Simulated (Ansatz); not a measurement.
**One elementary step**

Start structure (GaH4O2F, closed shell), relaxed at PBE0-D4/def2-TZVP:

| atom | x (Å) | y (Å) | z (Å) |
| --- | --- | --- | --- |
| Ga1 | -0.1548 | -0.4700 | -0.2787 |
| H2 | 1.1478 | -1.2213 | 0.1545 |
| O3 | -0.3454 | 0.3609 | -1.8433 |
| O4 | -1.7133 | -0.6196 | 0.5719 |
| H5 | 1.5379 | 1.2147 | 1.3651 |
| F6 | 0.7209 | 1.4266 | 0.9873 |
| H7 | 0.4648 | 0.4151 | -2.3520 |
| H8 | -1.6579 | -1.1066 | 1.3952 |

The step: GaH₃O₂ ([OH][GaH][OH]) + HF → GaH₂O₂F ([OH][Ga]([OH])[F]) + H₂; bonds formed: Ga1–F6, H2–H5; bonds broken: Ga1–H2, H5–F6. Program: Ansatz 0.2.0. Basis: def2-TZVPP and def2-QZVPP. Cores are frozen in the correlated methods. Filled d shells of the heavier atoms are correlated. The def2 sets are not built for correlating such inner shells, so the correlated values are less sure here. Extrapolation: Hartree–Fock as exp(−7.88 √X), correlation as X^−2.97. Energies below are by CCSD(T) at an estimated basis limit (MP2 extrapolated from triple and quadruple zeta, plus CCSD(T) − MP2 in triple zeta).

(1) What are the electronic barrier and the energy of the step, from the start structure to the end structure? (To be estimated.)

No T1 diagnostic of these runs exceeds 0.015.

Answers

(1) The calculation gives: Barrier 16.92 kcal/mol; step energy -11.84 kcal/mol (downhill); reverse barrier, their difference, 28.75 kcal/mol. Barrier and step energy count from the start structure, the reverse barrier from the end structure.

The saddle point: One imaginary mode of 1009i cm⁻¹.
| pair | start (Å) | saddle (Å) | end (Å) |
| --- | --- | --- | --- |
| Ga1–F6 | 2.44 | 2.00 | 1.76 |
| H2–H5 | 2.75 | 1.03 | 0.75 |
| Ga1–H2 | 1.56 | 1.77 | 2.54 |
| H5–F6 | 0.92 | 1.18 | 2.65 |

Zero-point energy (harmonic, PBE0-D4): ZPE is 28.15 kcal/mol at the start and 26.81 kcal/mol at the saddle, so the barrier goes from 16.92 to 15.58 kcal/mol.

Labels in which every atom is bracketed show which atoms are joined, not bond orders.

For scale, one of the runs: CCSD(T)/def2-TZVPP, 197 basis functions (an equivalent command: `ansatz run in.yaml --threads 4`). Time: 92 s of wall clock on 4 CPU threads; the host was shared. Peak host memory: 2.5 GiB.
